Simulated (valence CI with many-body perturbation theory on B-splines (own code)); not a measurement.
Tb⁶⁰⁺: electric-dipole lines

Method: valence CI with perturbative core correlation (CI+MBPT): three valence electrons over a frozen Dirac-Fock core [He], a basis of 11 s, 11 p, 9 d, 7 f, 5 g, 2 h, 1 i functions for each j, with the one-electron correlation potential Σ1 (screened to all orders), the two-electron term Σ2, the three-electron term Σ3, Breit, model QED; selected single and double excitations, second order for the rest (own B-spline code, finite nucleus).

The last digits are not significant, and no measured levels were compared; by estimate large intervals hold to a few tenths of a per cent, small ones and those within an open d or f shell to about a per cent.

Lines 101 to 150 of 280 in falling wavelength, among levels below 9537.2 eV, chosen from the strongest by gf and those to the six lowest levels. Wavelengths and rates use the calculated energies. Electric multipoles are in the length gauge, E1 and E2 with the static RPA response of the core. Weak lines are less certain than strong ones. Lines between different terms over intervals too small for the method are left out, as are lines whose strength nearly cancels. The highest levels of a list are the least certain.

Levels are named by their leading jj configuration (3d3/2^4 stands for four electrons in 3d with j = 3/2), which in mixed levels can hold well under half, so a name can repeat and another be missing. Letters in brackets count levels of one name in rising energy.

```tsv
λ vac (nm)	Upper	Lower	A (s⁻¹)	log gf	Branch %
1.125	(2p1/2 2p3/2^2) J=3/2	(2s 2p1/2 2p3/2) J=3/2 [a]	2.72e+12	-0.69	51.4
1.103	(2p1/2 2p3/2^2) J=5/2	(2s 2p1/2 2p3/2) J=3/2 [a]	5.25e+10	-2.24	1.1
1.058	(2p1/2 2p3/2^2) J=1/2	(2s 2p1/2 2p3/2) J=3/2 [a]	5.05e+10	-2.77	0.9
0.6700	(2p1/2 2p3/2^2) J=3/2	(2s 2p1/2^2) J=1/2	2.99e+10	-3.09	0.6
0.6552	(2s 2p3/2^2) J=3/2	(2s^2 2p1/2) J=1/2	3.30e+10	-3.07	0.6
0.1782	(2s 2p1/2 3s) J=1/2 [a]	(2s 2p1/2 2p3/2) J=1/2	4.53e+12	-2.37	3.2
0.1776	(2s 2p1/2 3s) J=3/2	(2s 2p1/2 2p3/2) J=1/2	2.91e+12	-2.26	1.8
0.1775	(2s^2 3p1/2) J=1/2	(2s 2p1/2 2p3/2) J=3/2 [a]	1.16e+12	-2.96	18.9
0.1771	(2p1/2 2p3/2 3s) J=5/2	(2p1/2 2p3/2^2) J=5/2	5.62e+13	-0.80	55.9
0.1769	(2s 2p1/2 3s) J=1/2 [b]	(2s 2p1/2 2p3/2) J=1/2	4.42e+13	-1.38	37.6
0.1769	(2p1/2 2p3/2 3s) J=3/2 [b]	(2p1/2 2p3/2^2) J=5/2	7.67e+13	-0.84	46.9
0.1761	(2s 2p3/2 3s) J=5/2	(2s 2p3/2^2) J=5/2	5.95e+13	-0.78	54.3
0.1761	(2s 2p1/2 3s) J=3/2	(2s 2p1/2 2p3/2) J=5/2	9.36e+13	-0.76	59.1
0.1757	(2s 2p1/2 3s) J=1/2 [a]	(2s 2p1/2 2p3/2) J=3/2 [a]	1.08e+14	-1.00	76.4
0.1756	(2s^2 3s) J=1/2	(2s^2 2p3/2) J=3/2	1.20e+14	-0.96	75.6
0.1755	(2s 2p3/2 3s) J=3/2 [a]	(2s 2p3/2^2) J=5/2	9.25e+13	-0.77	51.5
0.1751	(2s 2p1/2 3s) J=3/2	(2s 2p1/2 2p3/2) J=3/2 [a]	7.65e+12	-1.85	4.8
0.1745	(2s 2p1/2 3s) J=1/2 [b]	(2s 2p1/2 2p3/2) J=3/2 [a]	2.20e+12	-2.70	1.9
0.1716	(2s^2 3p3/2) J=3/2	(2s 2p1/2 2p3/2) J=3/2 [a]	3.79e+11	-3.17	3.7
0.1696	(2s 2p1/2 3d3/2) J=3/2 [a]	(2s 2p1/2 2p3/2) J=1/2	5.68e+12	-2.01	2.3
0.1691	(2s 2p1/2 3p1/2) J=1/2 [b]	(2s^2 2p3/2) J=3/2	1.37e+12	-2.93	0.9
0.1690	(2p1/2 2p3/2 3d3/2) J=5/2 [a]	(2p1/2 2p3/2^2) J=5/2	5.64e+13	-0.84	49.8
0.1688	(2p1/2^2 3d3/2) J=3/2	(2p1/2^2 2p3/2) J=3/2	1.56e+14	-0.57	90.5
0.1686	(2s 2p1/2 3d3/2) J=3/2 [b]	(2s 2p1/2 2p3/2) J=1/2	8.41e+12	-1.84	0.7
0.1685	(2s 2p1/2 3d3/2) J=1/2	(2s 2p1/2 2p3/2) J=1/2	7.72e+13	-1.18	7.7
0.1682	(2p1/2 2p3/2 3d3/2) J=3/2 [b]	(2p1/2 2p3/2^2) J=5/2	1.17e+14	-0.70	10.3
0.1682	(2s 2p1/2 3d3/2) J=3/2 [a]	(2s 2p1/2 2p3/2) J=5/2	4.24e+12	-2.14	1.7
0.1680	(2p1/2^2 3p1/2) J=1/2	(2s 2p1/2 2p3/2) J=3/2 [a]	1.73e+12	-2.83	0.2
0.1679	(2s 2p3/2 3d5/2) J=5/2 [a]	(2s 2p3/2^2) J=3/2	8.42e+13	-0.67	11.5
0.1679	(2s 2p1/2 3d5/2) J=5/2 [a]	(2s 2p1/2 2p3/2) J=3/2 [b]	8.88e+13	-0.65	9.5
0.1676	(2p1/2 2p3/2 3d5/2) J=3/2 [b]	(2p1/2 2p3/2^2) J=1/2	8.37e+14	0.15	86.4
0.1676	(2s 2p1/2 3d3/2) J=5/2	(2s 2p1/2 2p3/2) J=5/2	1.58e+14	-0.40	86.4
0.1675	(2s 2p3/2 3d3/2) J=1/2 [b]	(2s 2p3/2^2) J=1/2	4.21e+14	-0.45	34.8
0.1674	(2s 2p3/2 3d3/2) J=5/2 [a]	(2s 2p3/2^2) J=5/2	7.86e+13	-0.70	9.1
0.1673	(2s 2p1/2 3d3/2) J=3/2 [a]	(2s 2p1/2 2p3/2) J=3/2 [a]	7.60e+13	-0.89	30.1
0.1673	(2s 2p3/2 3d5/2) J=3/2 [a]	(2s 2p3/2^2) J=3/2	4.01e+14	-0.17	36.7
0.1673	(2s 2p3/2 3d5/2) J=3/2 [a]	(2s 2p3/2^2) J=1/2	3.28e+14	-0.26	30.0
0.1673	(2s 2p3/2 3d3/2) J=3/2 [a]	(2s 2p3/2^2) J=5/2	1.44e+14	-0.62	15.6
0.1672	(2p1/2 2p3/2 3d5/2) J=5/2 [a]	(2p1/2 2p3/2^2) J=5/2	2.66e+14	-0.17	29.1
0.1672	(2s 2p1/2 3d3/2) J=3/2 [b]	(2s 2p1/2 2p3/2) J=5/2	3.61e+13	-1.22	3.0
0.1672	(2s 2p3/2 3d5/2) J=1/2	(2s 2p3/2^2) J=1/2	5.40e+14	-0.34	65.4
0.1671	(2p1/2^2 3d5/2) J=5/2	(2p1/2^2 2p3/2) J=3/2	8.74e+14	0.34	99.5
0.1670	(2s 2p1/2 3d5/2) J=5/2 [b]	(2s 2p1/2 2p3/2) J=3/2 [b]	7.13e+14	0.25	79.3
0.1670	(2s 2p1/2 3d5/2) J=3/2	(2s 2p1/2 2p3/2) J=3/2 [b]	1.55e+14	-0.59	17.2
0.1670	(2s 2p1/2 3d5/2) J=3/2	(2s 2p1/2 2p3/2) J=1/2	6.92e+14	0.06	77.1
0.1669	(2s^2 3d3/2) J=3/2	(2s^2 2p3/2) J=3/2	1.64e+14	-0.56	16.5
0.1668	(2p1/2 2p3/2 3d5/2) J=5/2 [b]	(2p1/2 2p3/2^2) J=5/2	4.68e+14	0.07	34.8
0.1667	(2p1/2 2p3/2 3d5/2) J=3/2 [a]	(2p1/2 2p3/2^2) J=3/2	6.06e+14	0.00	80.8
0.1667	(2s 2p1/2 3d3/2) J=5/2	(2s 2p1/2 2p3/2) J=3/2 [a]	2.06e+13	-1.29	11.3
0.1667	(2p1/2 2p3/2 3d5/2) J=5/2 [a]	(2p1/2 2p3/2^2) J=3/2	6.22e+14	0.19	68.1
```
